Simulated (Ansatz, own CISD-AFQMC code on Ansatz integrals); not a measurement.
C3H7N, SMILES `C/C=N/C` (charge 0, multiplicity 1).

Z-matrix (Å, degrees):
```
C
N 1 1.2594
H 1 1.1032 2 121.01
C 2 1.4383 1 118.10 3 -0.03
H 4 1.0935 2 109.28 1 -121.75
H 4 1.0935 5 106.70 2 118.04
H 4 1.1003 5 108.84 6 117.29
C 1 1.4876 3 116.45 2 180.00
H 8 1.0894 1 110.40 3 -179.90
H 8 1.0944 9 109.42 1 -121.69
H 8 1.0945 9 109.38 10 -116.58
```
Charge 0, multiplicity 1.

Frozen-core correlation energies in cc-pVDZ at a geometry from PBE0-D3(BJ)/def2-TZVP, on an HF energy of -172.11955 Ha (<S^2> = 0.00). Wave-function levels are from Ansatz, the walk from an own CISD-AFQMC code on Ansatz integrals (time step 0.005/Ha, trial state from CCSD amplitudes, largest double 0.10).

```csv
level,correlation energy (mHa)
MP2,-585.5
CCSD,-633.3
CCSD(T),-653.8
```

### Question
What correlation energy does phaseless AFQMC give, and where does it lie among these levels?

### Answer
-655.7 ± 0.4 mHa (one standard error). AFQMC minus each level: MP2 -70.2 mHa, CCSD -22.4 mHa, CCSD(T) -1.9 mHa.
